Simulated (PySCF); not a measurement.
MoCl4H2, SMILES [Cl][MoH2]([Cl])([Cl])[Cl], multiplicity 1. Coordinates come from a B3LYP-D3(BJ)/def2-SVP optimisation. The spin state was assumed, not searched. The structure was generated by enumeration; whether it is a known compound was not checked. The def2 effective core potentials stand for the cores of Mo; spin–orbit coupling is left out.

All values below come from B3LYP-D3(BJ)/def2-SVP in PySCF 2.14.0.

Harmonic wavenumbers (cm⁻¹): 87, 125, 133, 147, 154, 339, 372, 392, 398, 545, 705, 796, 1020, 2074, 2097. Rotational constants (GHz): 1.278, 1.232, 0.7262; symmetry number 2.

**Question.** Work out the zero-point energy and the ideal-gas rigid-rotor harmonic-oscillator thermochemistry at 298.15 K and 1 atm.

**Answer.** ZPE = ½ Σ hcν = ½ × 9383 cm⁻¹ = 13.41 kcal/mol. H − E(el) = 19.02 kcal/mol. Entropy in cal/(mol K): translation 42.32, rotation 28.64, vibration 20.40, total 91.37. G − E(el) = -8.22 kcal/mol. Cp = 26.65 cal/(mol K). Modes under 150 cm⁻¹ make the vibrational entropy uncertain.
